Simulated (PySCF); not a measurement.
**Structure from 2D NMR**

Compound of formula C₄H₁₁N₂PSi. Correlations simulated from computed shifts and the bond graph:

HSQC (one-bond C–H):
```csv
δH,δC
9.06,164.9
2.79,37.3
```

HMBC (two and three bonds, from the bond graph):
```csv
δH,δC
9.06,164.9
2.79,37.3
```

- σ from GIAO-KT2/pcSseg-1
- structure optimised with PBE0-D3(BJ)/def2-SVP
- run in PySCF
- averaged over atoms made equivalent by symmetry, fast rotation or ring inversion, gas phase, relativity neglected, single conformer

δ = σ(ref) − σ, references computed at the same level: $^{1}$H (σ = 31.18 ppm), $^{13}$C (σ = 183.22 ppm) against TMS.

Exchangeable hydrogens are left out of these lists.

**Question.** Assemble the structure.

**Answer.** SMILES P1(N(C)C)(=N[SiH3])C=C1.

Atoms are numbered as in `[CH3:1][N:2]([CH3:3])[P:4]1(=[N:5][SiH3:6])[CH:7]=[CH:8]1`. Hydrogens are named by the atom that carries them.

1. δC 164.9 is C7/C8, an alkene CH (δH 9.06).
2. δC 37.3 is C1/C3, a methyl carbon bonded to N (δH 2.79).

This is the structure that produced the data.

Shifts are as computed. Against solution values, carbons near 30 ppm lie about +2 ppm off and those near 130 ppm about -5 ppm. Of 1211 compounds with measured shifts, 218 miss one by over three times the rms of a fit or turn the order of signals round; such compounds aren't used in these exercises.
